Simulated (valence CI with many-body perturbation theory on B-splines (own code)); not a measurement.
**Tc X: electric-dipole lines**

Calculated by configuration interaction combined with many-body perturbation theory (CI+MBPT): six valence electrons over a frozen Dirac-Fock core [Ar] 3d10, a basis of 9 s, 9 p, 8 d, 6 f, 3 g, 1 h functions for each j, with the one-electron correlation potential Σ1 (screened to all orders), the two-electron term Σ2, the three-electron term Σ3, Breit, model QED; selected single and double excitations, second order for the rest, scaled by the run's own slope (own B-spline code, finite nucleus).

No measured spectrum was set against this ion. As an estimate, levels hold to about 250 cm⁻¹ or 0.2 % of their energy and the worst to 1 %, as in measured heavy ions of charge 2 to 7; those with d or f electrons hold less well. Among the levels kept, up to 1500 cm⁻¹ of a level comes from second order outside the variational space, and about a tenth of that is noise between levels of different J, which matters for small intervals.

Lines 51 to 86 of 86 in falling wavelength, among levels below 472140 cm⁻¹, chosen from the strongest by gf and those to the six lowest levels. Wavelengths and rates use the calculated energies, so an error of 700 cm⁻¹ moves a line at 25.70 nm by 0.18 % and its rate by three times that or more. Electric multipoles are in the length gauge, E1 and E2 with the static RPA response of the core. Weak lines are less certain than strong ones. Lines between different terms over intervals too small for the method are left out, as are lines whose strength nearly cancels. The highest levels of a list are the least certain.

Names give the largest LS component (configuration and term), which can be under half, so a name can repeat, a term be missing and a line seem to break the LS rules; names also repeat where a configuration has a term twice. Letters in brackets count levels of one name in rising energy.

| λ vac (nm) | Upper | Lower | A (s⁻¹) | log gf | Branch % |
| --- | --- | --- | --- | --- | --- |
| 25.70 | 4s²4p³4d ³D°_1 [b] | 4s²4p⁴ ³P_1 | 1.08e+08 | -2.49 | 1.5 |
| 25.53 | 4s²4p³4d ³F°_3 [b] | 4s²4p⁴ ¹D_2 | 1.55e+09 | -0.98 | 45.7 |
| 25.50 | 4s²4p³4d ¹D°_2 | 4s²4p⁴ ³P_1 | 4.38e+08 | -1.67 | 15.4 |
| 25.45 | 4s²4p³4d ³F°_2 [b] | 4s²4p⁴ ¹D_2 | 1.38e+09 | -1.17 | 13.7 |
| 25.32 | 4s²4p³4d ³G°_3 | 4s²4p⁴ ³P_2 | 1.39e+09 | -1.03 | 87.1 |
| 25.30 | 4s²4p³4d ³D°_1 [b] | 4s²4p⁴ ³P_0 | 4.94e+09 | -0.85 | 67.7 |
| 25.11 | 4s²4p³4d ³P°_0 | 4s²4p⁴ ³P_1 | 1.99e+09 | -1.72 | 100.0 |
| 25.07 | 4s²4p³4d ³P°_1 | 4s²4p⁴ ³P_1 | 1.73e+09 | -1.31 | 12.0 |
| 25.03 | 4s²4p³4d ³D°_3 [b] | 4s²4p⁴ ¹D_2 | 1.13e+09 | -1.13 | 26.4 |
| 24.76 | 4s²4p³4d ³P°_2 [a] | 4s²4p⁴ ¹D_2 | 3.10e+09 | -0.85 | 8.4 |
| 24.72 | 4s²4p³4d ³D°_2 [b] | 4s²4p⁴ ³P_1 | 1.02e+09 | -1.33 | 71.6 |
| 24.69 | 4s²4p³4d ³P°_1 | 4s²4p⁴ ³P_0 | 8.64e+07 | -2.63 | 0.6 |
| 24.46 | 4s²4p³4d ³F°_2 [b] | 4s²4p⁴ ³P_1 | 5.45e+09 | -0.61 | 54.1 |
| 24.19 | 4s²4p³4d ¹P°_1 | 4s²4p⁴ ¹D_2 | 2.29e+10 | -0.22 | 16.7 |
| 24.16 | 4s²4p³4d ³D°_1 [b] | 4s²4p⁴ ³P_2 | 5.97e+08 | -1.80 | 8.2 |
| 24.00 | 4s²4p³4d ³P°_2 [b] | 4s²4p⁴ ¹D_2 | 4.10e+09 | -0.75 | 3.2 |
| 23.98 | 4s²4p³4d ¹D°_2 | 4s²4p⁴ ³P_2 | 1.65e+09 | -1.15 | 58.1 |
| 23.88 | 4s²4p³4d ³S°_1 | 4s²4p⁴ ¹D_2 | 5.68e+10 | 0.16 | 47.2 |
| 23.82 | 4s²4p³4d ³P°_2 [a] | 4s²4p⁴ ³P_1 | 3.84e+09 | -0.79 | 10.3 |
| 23.60 | 4s²4p³4d ³P°_1 | 4s²4p⁴ ³P_2 | 9.22e+09 | -0.64 | 64.2 |
| 23.57 | 4s²4p³4d ¹F°_3 | 4s²4p⁴ ¹D_2 | 1.42e+07 | -3.08 | 0.0 |
| 23.29 | 4s²4p³4d ¹P°_1 | 4s²4p⁴ ³P_1 | 6.91e+09 | -0.77 | 5.0 |
| 23.29 | 4s²4p³4d ³D°_2 [b] | 4s²4p⁴ ³P_2 | 4.02e+08 | -1.79 | 28.2 |
| 23.13 | 4s²4p³4d ³F°_3 [b] | 4s²4p⁴ ³P_2 | 1.84e+09 | -0.99 | 54.3 |
| 23.11 | 4s²4p³4d ³P°_2 [b] | 4s²4p⁴ ³P_1 | 9.04e+09 | -0.44 | 7.1 |
| 23.06 | 4s²4p³4d ³F°_2 [b] | 4s²4p⁴ ³P_2 | 3.25e+09 | -0.89 | 32.2 |
| 23.01 | 4s²4p³4d ³S°_1 | 4s²4p⁴ ³P_1 | 1.65e+10 | -0.41 | 13.7 |
| 22.96 | 4s²4p³4d ¹P°_1 | 4s²4p⁴ ³P_0 | 1.06e+10 | -0.60 | 7.7 |
| 22.71 | 4s²4p³4d ³D°_3 [b] | 4s²4p⁴ ³P_2 | 3.13e+09 | -0.77 | 73.6 |
| 22.69 | 4s²4p³4d ³S°_1 | 4s²4p⁴ ³P_0 | 8.31e+09 | -0.72 | 6.9 |
| 22.49 | 4s²4p³4d ³P°_2 [a] | 4s²4p⁴ ³P_2 | 3.01e+10 | 0.06 | 81.3 |
| 22.02 | 4s²4p³4d ¹P°_1 | 4s²4p⁴ ³P_2 | 9.58e+10 | 0.32 | 69.8 |
| 21.86 | 4s²4p³4d ³P°_2 [b] | 4s²4p⁴ ³P_2 | 1.14e+11 | 0.61 | 89.6 |
| 21.76 | 4s²4p³4d ³S°_1 | 4s²4p⁴ ³P_2 | 3.80e+10 | -0.09 | 31.6 |
| 21.50 | 4s²4p³4d ¹F°_3 | 4s²4p⁴ ³P_2 | 4.41e+10 | 0.33 | 100.0 |
| 21.22 | 4s²4p³4d ³D°_3 [c] | 4s²4p⁴ ³P_2 | 1.57e+11 | 0.87 | 100.0 |
